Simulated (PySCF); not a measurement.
An unknown is described by computed data only.

Formula: C6H9B.

- UV, first state: lowest singlet excitation: 4.98 eV (249 nm, f = 0.069) [TDDFT CAM-B3LYP/def2-SVPD]
- Rotational structure: rotational constants A, B, C: 3.579, 1.930, 1.296 GHz [PBE0-D3(BJ)/def2-SVP]
- Polarisability: 91.1 au [CAM-B3LYP/def2-SVPD]
- UV, strongest line: among the 10 lowest singlet transitions: S3 at 5.27 eV (235 nm, f = 0.389) [TDDFT CAM-B3LYP/def2-SVPD]
- Dipole: 0.21 D [CAM-B3LYP/def2-SVPD]
- 13C NMR: chemical shifts (computed TMS as zero) by class: 150.6 (3 C), 146.4 (3 C) ppm [GIAO HF/pcSseg-1]

Gas-phase values; electronic properties from PySCF, density fitting. Levels stand in brackets. One conformer (not necessarily the lowest) at the PBE0-D3(BJ)/def2-SVP geometry, without solvent, vibrations or thermal averaging. Each NMR value is the plain mean over a class of atoms that symmetry, rotation or inversion makes alike.

Question: What is the compound? Reason from the data.

Answer: Numbering: `[CH2:1]=[CH:2][B:3]([CH:4]=[CH2:5])[CH:6]=[CH2:7]`. 6 carbons fall into 2 classes; from least to most shielded: terminal =CH2 carbon [C1/C5/C7] (150.6 ppm, 3 C), alkene CH carbon [C2/C4/C6] (146.4 ppm, 3 C, up to 4.4 ppm apart in this geometry). The optimised geometry has point group C1 and is an asymmetric top. Structure: `C=CB(C=C)C=C`. The assignments are read from this structure; whether some other isomer fits the data as well wasn't checked.

Conformer computed: `[CH2:1]=[CH:2][B:3]([CH:4]=[CH2:5])[CH:6]=[CH2:7]`: C1–C2–B3–C4 -151°, C2–B3–C4–C5 179°, C2–B3–C6–C7 32°.
